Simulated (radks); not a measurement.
The numbers below are computed, except where a source is named.
Cd, configuration [Kr] 4d9 5s2 5p1 (not the ground configuration). Code: a radial shooting solver on a logarithmic mesh with Libxc functionals. Model: scalar-relativistic Kohn-Sham, PBE, spin-polarised, spherical densities, finite nucleus; open shells are filled with parallel spins first (spin-orbit coupling, left out, can overturn this in heavy ions); Fermi nuclear charge, rms radius 4.6087 fm.

Normalised radial functions P(r) = r R(r), r in bohr:

```
   r/bohr * 5s down (the largest magnitude, 0.665, reaches the edge; | marks zero)
 0.001911                             |*
 0.002569                             |*
 0.003481                             | *
  0.00468                             | *
 0.006343                             |  *
 0.008528                             |  *
  0.01147                             |  *
  0.01554                             |  *
  0.02089                             |  *
  0.02831                             | *
  0.03807                             *
  0.05159                          *  |
  0.06936                        *    |
  0.09326                       *     |
   0.1264                          *  |
   0.1699                             | *
   0.2303                             |       *
   0.3096                             |      *
   0.4196                            *|
   0.5642                   *         |
   0.7585                 *           |
    1.028                            *|
    1.382                             |              *
    1.873                             |                         *
    2.518                             |                          *
    3.413                             |                  *
    4.589                             |         *
    6.169                             |   *
    8.361                             |*
    11.24                             *
```

5s down: eigenvalue -7.526 eV, 4 radial nodes at r = 0.0381, 0.152, 0.412, 1.06 bohr, <r> = 2.68 bohr, 90 % of the charge inside 4.02 bohr.
